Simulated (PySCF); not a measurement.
# Finite-field polarisability of Ni (nickel, neutral)

[Ar] 3d8 4s2, high-spin 3F determinant. Computed with PySCF 2.14 in aug-cc-pVDZ (7s6p4d2f, 59 functions), with no relativity, point nucleus. Frozen: [Ar]. Energy changes in a uniform field (μhartree):

```csv
axis,F (au),HF,MP2,CCSD,CCSD(T)
x,0.0018,-105.117,-75.266,-82.422,-80.515
x,0.0036,-420.933,-301.255,-329.948,-322.290
y,0.0018,-105.117,-75.266,-82.422,-80.515
y,0.0036,-420.933,-301.255,-329.948,-322.290
z,0.0018,-105.117,-75.266,-82.422,-80.515
z,0.0036,-420.933,-301.255,-329.948,-322.290
```

(1) Derive α along x at CCSD(T) from the two fields.

(2) And the mean polarisability at each level?

A double-zeta set is small for polarisabilities.

Answers

(1) With ΔE = −αF²/2 − γF⁴/24, α = −(16 ΔE(F) − ΔE(2F))/(6F²) = 49.69 bohr³.

(2) HF 64.86, MP2 46.45, CCSD 50.86, CCSD(T) 49.69 bohr³. Reference: 49 ± 3 bohr³ (recommended; Schwerdtfeger and Nagle, table of static dipole polarizabilities (2023 update)).
